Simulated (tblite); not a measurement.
Species: C4H5NO2.
Atom-mapped SMILES: `[CH3:1][O:2][c:3]1[cH:4][cH:5][o:6][n:7]1` (hydrogens: H8, H9, H10 on C1; H11 on C4; H12 on C5)

Structure optimised with GFN2-xTB, isolated species.

(1) Give the optimised bond lengths and angles.

Results:

(1) 
| bond | length (Å) |
| --- | --- |
| C1–O2 | 1.417 |
| O2–C3 | 1.329 |
| C3–C4 | 1.428 |
| C4–C5 | 1.357 |
| C5–O6 | 1.335 |
| O6–N7 | 1.360 |
| C3–N7 | 1.311 |
| C1–H8, C1–H9, C1–H10 | 1.091 |
| C4–H11 | 1.068 |
| C5–H12 | 1.072 |

Bonds in one row agree within 0.01 Å and their mean is given. A selection of angles:
| angle | degrees |
| --- | --- |
| O2–C1–H8 | 110.6 |
| O2–C1–H10 | 106.0 |
| H8–C1–H9 | 108.6 |
| H8–C1–H10 | 110.5 |
| C1–O2–C3 | 115.2 |
| O2–C3–C4 | 124.8 |
| O2–C3–N7 | 124.5 |
| C4–C3–N7 | 110.7 |
| C3–C4–C5 | 102.9 |
| C3–C4–H11 | 127.3 |
| C5–C4–H11 | 129.8 |
| C4–C5–O6 | 110.4 |
| C4–C5–H12 | 132.8 |
| O6–C5–H12 | 116.8 |
| C5–O6–N7 | 109.2 |
| C3–N7–O6 | 106.9 |

Torsions: C1–O2–C3–C4 180° (antiperiplanar).

Of the pairs four or more bonds apart, N7···H8 is among the closest relative to their van der Waals radii: 2.65 Å, 96 % of the sum of Bondi's values. The C–C distances run from 1.357 Å (C4–C5, aromatic) to 1.428 Å (C3–C4, aromatic), a spread of 0.071 Å. The 3 C–O bonds span 1.329 Å (O2–C3, drawn single) to 1.417 Å (C1–O2, drawn single), a spread of 0.088 Å. The 7 heavy atoms lie in one plane (0.000 Å rms). O2 (aryl ether oxygen) is bent (angle 115.2°). O6 (ring oxygen) is bent (angle 109.2°). The 5-membered ring C3–C4–C5–O6–N7 has internal angles of 102.9° to 110.7° (sum 540°, against 540° for a flat polygon); it is planar, 0.00 Å rms from its mean plane, widest ring torsion 0°.

Point group: Cs (tolerance 0.08 Å). Its GFN2-xTB frequencies are all real (lowest 128 cm⁻¹). One conformer, not necessarily the lowest.

Time: 0.1 s of wall time. Hardware: one thread, Arm Neoverse V1 (aarch64), on a shared host. These figures are those of the optimisation.

All values are computed, not measured.
